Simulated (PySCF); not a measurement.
Point-charge models of butylbenzene (`CCCCc1ccccc1`) against its computed dipole.

Coordinates (GFN2-xTB, Å) and charges (e) from the PBE0/pcSseg-1 density (PySCF):

```csv
atom,x,y,z,Mulliken,IAO,Hirshfeld,ESP-fitted
C1,-3.138,0.231,0.969,-0.2558,-0.4153,-0.1173,-0.4960
C2,-1.797,-0.411,0.632,-0.2825,-0.2482,-0.0681,+0.2228
C3,-1.565,-0.477,-0.875,-0.2411,-0.2439,-0.0653,+0.1460
C4,-0.242,-1.164,-1.237,-0.0641,-0.2588,-0.0676,-0.4285
C5,0.944,-0.362,-0.785,-0.3116,+0.0124,+0.0116,+0.2282
C6,1.632,-0.686,0.377,-0.0248,-0.1620,-0.0504,-0.2642
C7,2.708,0.076,0.799,-0.0733,-0.1503,-0.0506,-0.1005
C8,3.111,1.176,0.063,-0.0805,-0.1599,-0.0553,-0.1814
C9,2.434,1.508,-1.098,-0.0733,-0.1498,-0.0511,-0.1318
C10,1.360,0.744,-1.517,-0.0180,-0.1628,-0.0525,-0.2197
H11,-3.287,0.269,2.045,+0.1136,+0.1401,+0.0396,+0.1180
H12,-3.955,-0.337,0.529,+0.1043,+0.1335,+0.0367,+0.1091
H13,-3.182,1.247,0.581,+0.1072,+0.1360,+0.0385,+0.1122
H14,-1.769,-1.422,1.045,+0.1075,+0.1235,+0.0333,-0.0284
H15,-0.991,0.162,1.096,+0.1401,+0.1352,+0.0302,-0.0041
H16,-1.568,0.536,-1.285,+0.1180,+0.1273,+0.0334,-0.0156
H17,-2.387,-1.028,-1.340,+0.1133,+0.1274,+0.0361,-0.0120
H18,-0.217,-2.155,-0.780,+0.1119,+0.1332,+0.0400,+0.1238
H19,-0.200,-1.289,-2.322,+0.1235,+0.1407,+0.0409,+0.1174
H20,1.324,-1.545,0.956,+0.0625,+0.1450,+0.0466,+0.1391
H21,3.234,-0.192,1.704,+0.0872,+0.1509,+0.0486,+0.1356
H22,3.951,1.772,0.391,+0.0863,+0.1507,+0.0479,+0.1425
H23,2.746,2.363,-1.680,+0.0873,+0.1509,+0.0485,+0.1381
H24,0.840,1.004,-2.429,+0.0623,+0.1440,+0.0469,+0.1495
```

Problem. Form Σ q r in debye for every column and set it beside the full dipole.

Solution. The full density gives (-0.35, -0.08, -0.02) D, 0.35 D in size; dipole vectors point from the negative to the positive end.

| scheme | μx | μy | μz | size (D) | share of the full size (%) | angle to the full dipole (°) |
| --- | --- | --- | --- | --- | --- | --- |
| Mulliken | -1.18 | 0.03 | 0.12 | 1.19 | 335 | 17 |
| IAO | -0.35 | -0.11 | -0.07 | 0.38 | 106 | 10 |
| Hirshfeld | -0.14 | -0.16 | -0.14 | 0.25 | 70 | 45 |
| ESP-fitted | -0.33 | -0.06 | -0.04 | 0.34 | 97 | 4 |

Problem. Which set comes closest?

Solution. Length of the difference vector: ESP-fitted 0.03 D, IAO 0.07 D, Hirshfeld 0.25 D, Mulliken 0.85 D. Closest: ESP-fitted. ESP charges are fitted to the potential around the molecule, whose slowest-falling term is the dipole's. The schemes that divide the density aren't constrained to reproduce the dipole.

Problem. What is left for the Hirshfeld atoms' own dipoles?

Solution. The shares of the density sum to the whole, so what Σ q r misses lies in dipoles about the nuclei. The atomic dipoles sum to (-0.35, -0.08, -0.02) − (-0.14, -0.16, -0.14) = (-0.21, 0.08, 0.12) D, 0.25 D in size.

Problem. With the origin at the mean of the coordinates, (0.000, 0.001, -0.173) Å, which are the largest single terms, by size, of the Hirshfeld dipole along the direction of the full one?

Solution. C1 -1.66, H22 -0.98, C8 +0.88, H21 -0.75, H23 -0.73 D; all 24 atoms together +0.17 D. The single terms depend on the origin, their sum doesn't.

Problem. Give the size of the full dipole in other units.

Solution. 0.35 D = 0.140 au = 0.074 e·Å = 1.18 × 10⁻³⁰ C·m.

Geometry: GFN2-xTB, one conformer, isolated molecule.

The values belong to the conformer `[CH3:1][CH2:2][CH2:3][CH2:4][c:5]1[cH:6][cH:7][cH:8][cH:9][cH:10]1`: C1–C2–C3–C4 -178°, C2–C3–C4–C5 -66°, C3–C4–C5–C6 100°.
